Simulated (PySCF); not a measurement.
PySCF input file for Bi(Br)2(Me) (CH3BiBr2), SMILES [CH3][Bi]([Br])[Br], TDDFT-B3LYP/def2-SVPD. Geometry: PBE-D3(BJ)/def2-SVP. The structure was generated by enumeration; whether it is a known compound was not checked. The def2 effective core potentials stand for the cores of Bi; spin–orbit coupling is left out.

```python
import numpy as np
from pyscf import gto, scf, dft, tdscf

mol = gto.M(
    atom='''
    Bi    0.31726611    0.64624582   -0.00000000
    Br   -0.12828173   -0.95954583    2.05765049
    Br   -0.12828173   -0.95954583   -2.05765048
    C    -1.81942220    1.46424680    0.00000000
    H    -1.96620658    2.07369095    0.91240837
    H    -2.50441960    0.59694209    0.00000000
    H    -1.96620659    2.07369095   -0.91240837
    ''',
    basis='def2-SVPD',
    ecp={'Bi': 'def2-svp'},
    charge=0,
    spin=0,
    symmetry=True,
    max_memory=1600,
    verbose=4,
)
mf = dft.RKS(mol, xc='b3lyp').density_fit(auxbasis='def2-universal-jkfit')
mf.grids.level = 3
mf.conv_tol = 1e-9
mf.max_cycle = 100
mf.kernel()
mf.grids = dft.Grids(mol).set(level=1).build(with_non0tab=True)  # coarser grid for the response kernel
td = tdscf.TDDFT(mf)
td.singlet = True
td.nstates = 10
td.conv_tol = 1e-4
td.positive_eig_threshold = 1e-6
td.kernel(x0=td.get_init_guess(mf, 15))
td.analyze()
tt = tdscf.TDA(mf)
tt.singlet = False
tt.nstates = 4
tt.conv_tol = 1e-4
tt.positive_eig_threshold = 1e-6
tt.kernel(x0=tt.get_init_guess(mf, 9))
tt.analyze(verbose=3)
```

It prints:

```
PySCF version 2.14.0

[INPUT] verbose = 4
[INPUT] num. atoms = 7
[INPUT] num. electrons = 102
[INPUT] charge = 0
[INPUT] spin (= nelec alpha-beta = 2S) = 0
[INPUT] symmetry True subgroup None
[INPUT] Mole.unit = angstrom
[INPUT] Symbol           X                Y                Z      unit          X                Y                Z       unit  Magmom
[INPUT]  1 Bi     0.317266110000   0.646245820000   0.000000000000 AA    0.599546056506   1.221227608945   0.000000000000 Bohr   0.0
[INPUT]  2 Br    -0.128281730000  -0.959545830000   2.057650490000 AA   -0.242417336485  -1.813278822668   3.888395886177 Bohr   0.0
[INPUT]  3 Br    -0.128281730000  -0.959545830000  -2.057650480000 AA   -0.242417336485  -1.813278822668  -3.888395867280 Bohr   0.0
[INPUT]  4 C     -1.819422200000   1.464246800000   0.000000000000 AA   -3.438209662954   2.767025430771   0.000000000000 Bohr   0.0
[INPUT]  5 H     -1.966206580000   2.073690950000   0.912408370000 AA   -3.715591940518   3.918707962489   1.724201933061 Bohr   0.0
[INPUT]  6 H     -2.504419600000   0.596942090000   0.000000000000 AA   -4.732667144993   1.128057062325   0.000000000000 Bohr   0.0
[INPUT]  7 H     -1.966206590000   2.073690950000  -0.912408370000 AA   -3.715591959415   3.918707962489  -1.724201933061 Bohr   0.0

nuclear repulsion = 623.781562739129
point group symmetry = Cs
symmetry origin: [ 6.99898575e-10 -2.91624401e-09  4.08274172e-09]
symmetry axis x: [1.00000000e+00 5.88190229e-09 1.40475474e-10]
symmetry axis y: [ 5.88190229e-09 -1.00000000e+00 -1.89628900e-09]
symmetry axis z: [-1.40475463e-10 -1.89628898e-09  1.00000000e+00]
num. orbitals of irrep A' = 91
num. orbitals of irrep A" = 67
number of shells = 62
number of NR pGTOs = 293
number of NR cGTOs = 158
basis = def2-SVPD
ecp = {'Bi': 'def2-svp'}


[settings echo left out]
init E= -5373.38808378308
HOMO (A") = -0.621348761188057  LUMO (A') = -0.58196710921839  gap/eV = 1.07163
cycle= 1 E= -5400.10516500012  delta_E= -26.7  |g|= 2.71  |ddm|= 14.4
HOMO (A") = 0.00725562393888427  LUMO (A') = 0.0215470763356612  gap/eV = 0.38889
cycle= 2 E= -5390.47669128127  delta_E= 9.63  |g|= 6.17  |ddm|= 13.2
HOMO (A') = -0.266067173283375  LUMO (A') = -0.0839235745225864  gap/eV = 4.95638
cycle= 3 E= -5402.23331157739  delta_E= -11.8  |g|= 0.765  |ddm|= 9.55
HOMO (A') = -0.227486617798763  LUMO (A') = -0.0816744340268158  gap/eV = 3.96775
cycle= 4 E= -5402.38285480683  delta_E= -0.15  |g|= 0.449  |ddm|= 1.64
HOMO (A') = -0.270643250718323  LUMO (A') = -0.10064048216578  gap/eV = 4.62601
cycle= 5 E= -5402.42834838235  delta_E= -0.0455  |g|= 0.0901  |ddm|= 0.605
HOMO (A') = -0.271383356991527  LUMO (A') = -0.104019689844719  gap/eV = 4.55420
cycle= 6 E= -5402.42963852906  delta_E= -0.00129  |g|= 0.0581  |ddm|= 0.17
HOMO (A') = -0.272305589878977  LUMO (A') = -0.102708363525977  gap/eV = 4.61498
cycle= 7 E= -5402.43058493373  delta_E= -0.000946  |g|= 0.00982  |ddm|= 0.0742
HOMO (A') = -0.272058439902394  LUMO (A') = -0.102726152990805  gap/eV = 4.60777
cycle= 8 E= -5402.43061108411  delta_E= -2.62e-05  |g|= 0.00216  |ddm|= 0.0128
HOMO (A') = -0.271830669661894  LUMO (A') = -0.102503400068748  gap/eV = 4.60763
cycle= 9 E= -5402.43061259934  delta_E= -1.52e-06  |g|= 0.000449  |ddm|= 0.0035
HOMO (A') = -0.271810167079705  LUMO (A') = -0.10246763887308  gap/eV = 4.60804
cycle= 10 E= -5402.43061267265  delta_E= -7.33e-08  |g|= 0.00013  |ddm|= 0.000947
HOMO (A') = -0.27181926397692  LUMO (A') = -0.102479189738716  gap/eV = 4.60798
cycle= 11 E= -5402.43061267985  delta_E= -7.2e-09  |g|= 2.51e-05  |ddm|= 0.000236
HOMO (A') = -0.271819293162524  LUMO (A') = -0.102478734629301  gap/eV = 4.60799
cycle= 12 E= -5402.43061268009  delta_E= -2.38e-10  |g|= 2.81e-06  |ddm|= 3.89e-05
HOMO (A') = -0.271819526351184  LUMO (A') = -0.102478697502981  gap/eV = 4.60800
Extra cycle  E= -5402.43061268007  delta_E= 1.64e-11  |g|= 2.76e-06  |ddm|= 1.03e-05
converged SCF energy = -5402.43061268007
tot grids = 36016
Overwritten attributes  positive_eig_threshold  of <class 'pyscf.tdscf.rks.TDDFT'>


******** <class 'pyscf.tdscf.rks.TDDFT'> for <class 'pyscf.df.df_jk.DFSymAdaptedRKS'> ********
nstates = 10 singlet
deg_eia_thresh = 1.000e-03
wfnsym = None
conv_tol = 0.0001
eigh lindep = 1e-12
eigh level_shift = 0
eigh max_cycle = 100


Excitation energies (eV)
[3.68936209 4.15864329 4.23184544 4.29867604 4.33098125 4.65016703
 4.77033448 5.13521001 5.15670442 5.61399503]

** Singlet excitation energies and oscillator strengths **
Excited State   1:   A'      3.68936 eV    336.06 nm  f=0.0114
      51 -> 52       -0.70131
Excited State   2:   A"      4.15864 eV    298.14 nm  f=0.0000
      49 -> 52       -0.30524
      50 -> 52       -0.36680
      51 -> 53        0.51885
Excited State   3:   A"      4.23185 eV    292.98 nm  f=0.0052
      48 -> 53        0.13537
      49 -> 52        0.57253
      50 -> 52       -0.38484
Excited State   4:   A"      4.29868 eV    288.42 nm  f=0.0240
      48 -> 53       -0.20684
      49 -> 52        0.27806
      50 -> 52        0.40225
      51 -> 53        0.45939
Excited State   5:   A'      4.33098 eV    286.27 nm  f=0.0078
      48 -> 52        0.68699
      50 -> 53       -0.13311
Excited State   6:   A'      4.65017 eV    266.62 nm  f=0.0007
      48 -> 52       -0.13966
      50 -> 53       -0.68727
Excited State   7:   A'      4.77033 eV    259.91 nm  f=0.0038
      49 -> 53        0.70032
Excited State   8:   A"      5.13521 eV    241.44 nm  f=0.0492
      45 -> 52       -0.21986
      48 -> 53       -0.61920
      50 -> 52       -0.18407
Excited State   9:   A'      5.15670 eV    240.43 nm  f=0.0220
      46 -> 52       -0.22919
      47 -> 52        0.65322
Excited State  10:   A"      5.61400 eV    220.85 nm  f=0.0152
      45 -> 52       -0.14857
      47 -> 53        0.68202

** Transition electric dipole moments (AU) **
state          X           Y           Z        Dip. S.      Osc.
  1         0.2294      0.2719     -0.0000      0.1265      0.0114
  2         0.0000     -0.0000      0.0116      0.0001      0.0000
  3        -0.0000      0.0000      0.2247      0.0505      0.0052
  4         0.0000     -0.0000     -0.4770      0.2275      0.0240
  5        -0.0390     -0.2687      0.0000      0.0737      0.0078
  6        -0.0438     -0.0616      0.0000      0.0057      0.0007
  7         0.1618     -0.0822      0.0000      0.0329      0.0038
  8         0.0000      0.0000      0.6252      0.3909      0.0492
  9         0.1402      0.3931      0.0000      0.1742      0.0220
 10         0.0000      0.0000      0.3329      0.1108      0.0152

WARN: ECP detected. Skipping calculation of transition velocity and magnetic dipole moments, which have not yet been implemented.

Overwritten attributes  positive_eig_threshold  of <class 'pyscf.tdscf.rks.TDA'>


******** <class 'pyscf.tdscf.rks.TDA'> for <class 'pyscf.df.df_jk.DFSymAdaptedRKS'> ********
nstates = 4 triplet
deg_eia_thresh = 1.000e-03
wfnsym = None
conv_tol = 0.0001
eigh lindep = 1e-12
eigh level_shift = 0
eigh max_cycle = 100


Excitation energies (eV)
[3.30847363 3.7515932  3.78928368 3.99797377]

** Triplet excitation energies and oscillator strengths **
Excited State   1:   A'      3.30847 eV    374.75 nm  f=0.0000
Excited State   2:   A"      3.75159 eV    330.48 nm  f=0.0000
Excited State   3:   A"      3.78928 eV    327.20 nm  f=0.0000
Excited State   4:   A'      3.99797 eV    310.12 nm  f=0.0000
```

Self-consistency was reached.
